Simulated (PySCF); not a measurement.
## Dipole response of O (oxygen, neutral)

[He] 2s2 2p4, high-spin 3P determinant. All numbers are calculated (PySCF 2.14, the spin-free X2C one-electron Hamiltonian (Gaussian nucleus), in aug-cc-pVQZ-DK). Coupled (time-dependent) response in atomic units; α is the mean over directions.

```json
{"method": "UHF", "mean α (bohr³)": "4.745", "α xx, yy, zz": "4.543, 5.149, 4.543", "C₆ (like pair)": "13.85", "S(−4)": "10.02"}
{"method": "PBE", "mean α (bohr³)": "5.772", "α xx, yy, zz": "5.342, 6.631, 5.342", "C₆ (like pair)": "17.68", "S(−4)": "17.35"}
{"method": "PBE0", "mean α (bohr³)": "5.369", "α xx, yy, zz": "5.034, 6.038, 5.034", "C₆ (like pair)": "16.18", "S(−4)": "14.04"}
{"method": "PW91", "mean α (bohr³)": "5.706", "α xx, yy, zz": "5.287, 6.543, 5.287", "C₆ (like pair)": "17.42", "S(−4)": "16.90"}
{"method": "BLYP", "mean α (bohr³)": "5.816", "α xx, yy, zz": "5.373, 6.700, 5.373", "C₆ (like pair)": "17.80", "S(−4)": "17.89"}
```

S(−4) is the Cauchy moment in α(ω) = α(0) + S(−4) ω² + …

Reference α: 5.3 ± 0.2 bohr³ (recommended; Schwerdtfeger and Nagle, table of static dipole polarizabilities (2023 update)). Published C₆: 15.60 (Chu and Dalgarno (2004); Tang, Norbeck and Certain (1976)).

α(iu) at BLYP:

```
u (hartree)  α(iu) (bohr³)
          0          5.816
     0.0500          5.771
      0.100          5.646
      0.200          5.220
      0.300          4.689
      0.500          3.665
      0.750          2.692
       1.00          2.030
       1.50          1.259
       2.00         0.8542
       3.00         0.4656
       5.00         0.2003
```

A single London oscillator, α(iu) = α/(1 + u²/ω²), gives C₆ = (3/4) ω α². Matching the computed C₆ needs ω = 4 × 17.80 / (3 × 5.816²) = 0.702 hartree.

The components differ because the open shell of this determinant is not spherical; for a pure term their mean is the scalar polarisability.
